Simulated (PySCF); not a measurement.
Compound: C5H9FS2Si.
Atom-mapped SMILES: `[CH3:1][S:2][C@@H:3]1[CH2:4][Si@@H:5]([F:6])[CH2:7][C:8]1=[S:9]`

Definitions: NICS(0) = −σiso at the ring centroid; NICS(1) = −σiso and NICS(1)zz = −σzz at ±1 Å along the ring normal z. Level: GIAO PBE0/pcSseg-1 (PySCF, non-relativistic, gas phase) on the GFN2-xTB geometry, one conformer.

Ring bond lengths (Å), with Mayer bond orders in brackets: C3–C4 1.524 (0.99), C4–Si5 1.900 (0.89), Si5–C7 1.902 (0.87), C7–C8 1.496 (0.99), C8–C3 1.486 (0.92).

**Question.** What do the NICS probes read (ppm)?

**Answer.** 
```
           ring                                              type  NICS(0)  NICS(1), two faces  NICS(1)zz, two faces  rms pucker (Å)  centre to ring atoms, mean (Å)
C3–C4–Si5–C7–C8  5-membered ring with Si; formal bonds all single      0.5         -2.4 / -4.0           -2.4 / -3.3            0.15                            1.39
```

**Question.** What can be read from them?

**Answer.** 
- C3–C4–Si5–C7–C8: mean NICS(1)zz -2.9 ppm, near zero. C3, C4, Si5, C7 have four or more neighbours, so the value isn't read as a sign of a π ring current.

**Question.** At the second NICS(1) probe listed for ring C3–C4–Si5–C7–C8, 1 Å off the ring, how large is the induced field along the normal in 1 T applied along it?

**Answer.** NICSzz × B0 = -3.3 ppm × 1 T = -3 μT, against the applied field.

**Question.** How shielded are the nuclei of the rings and their hydrogens (means over atoms taken as equivalent)?

**Answer.** 
```csv
atoms,environment,σ isotropic (ppm)
C3,sp3 carbon bound to sulfur,118.1
C4,sp3 carbon bound to silicon,162.4
Si5,fluorine-bound silicon,314.4
C7,sp3 carbon bound to silicon,150.9
C8,thiocarbonyl carbon,-78.8
H on C3,methine hydrogen,28.32
H on C4,methylene hydrogen,29.80
H on C4,methylene hydrogen,30.14
H on Si5,Si–H hydrogen,25.93
H on C7,methylene hydrogen,28.56
H on C7,methylene hydrogen,29.04
```
